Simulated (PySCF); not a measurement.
## TiBr⁺: frontier orbitals

LDA at R = 2.297 Å; basis Ti def2-TZVPPD, Br def2-TZVPPD; no relativity; PySCF 2.14. State: ³Δ (triplet), unpaired electrons σ ↑, δ ↑. Only the outer orbitals are listed, counted within each symmetry.

```csv
spin,orbital,occ.,ε (eV),on Ti (%),main shells (%)
α,12σ,1,-24.57,7,93 Br s
α,13σ,1,-14.18,31,"66 Br p, 18 Ti d, 10 Ti s"
α,6π,1,-13.24,18,"81 Br p, 16 Ti d"
α,6π,1,-13.24,18,"81 Br p, 16 Ti d"
α,2δ,1,-11.11,100,100 Ti d
α,14σ,1,-10.73,96,"61 Ti d, 34 Ti s"
α,2δ,0,-10.74,100,100 Ti d
α,7π,0,-10.35,84,"82 Ti d, 16 Br p"
α,7π,0,-10.35,84,"82 Ti d, 16 Br p"
β,5π,1,-43.43,100,100 Ti p
β,5π,1,-43.43,100,100 Ti p
β,12σ,1,-24.65,6,94 Br s
β,13σ,1,-14.00,25,"73 Br p, 12 Ti d, 9 Ti s"
β,6π,1,-13.20,11,"89 Br p, 9 Ti d"
β,6π,1,-13.20,11,"89 Br p, 9 Ti d"
β,2δ,0,-9.61,100,100 Ti d
β,7π,0,-9.41,90,"89 Ti d, 9 Br p"
β,7π,0,-9.41,90,"89 Ti d, 9 Br p"
```

Question: Which are the highest filled and the lowest empty level, where do they sit, and how wide is the gap?

Answer: Highest filled α 14σ at -10.73 eV (in %: 61 Ti d, 34 Ti s); lowest empty α 2δ at -10.74 eV (in %: 100 Ti d); the gap at LDA is -0.01 eV.

| Item | Value |
| --- | --- |
| bond order (Mayer) | 1.86 |
| ⟨S²⟩ | 2.026 |
| charge on Ti (Mulliken, basis-dependent) | 0.72 |
| charge on Ti (Löwdin, basis-dependent) | 0.55 |
| dipole moment (positive dipole points towards Br; it is taken about the centre of mass and depends on that origin) | -7.90 D |
| polarisability along the bond | 63.5 bohr³ |
| polarisability across the bond | 50.1 bohr³ |

Spin–orbit coupling is left out. With d or f electrons several states lie close, and the lowest PBE0 determinant need not be the measured ground state.
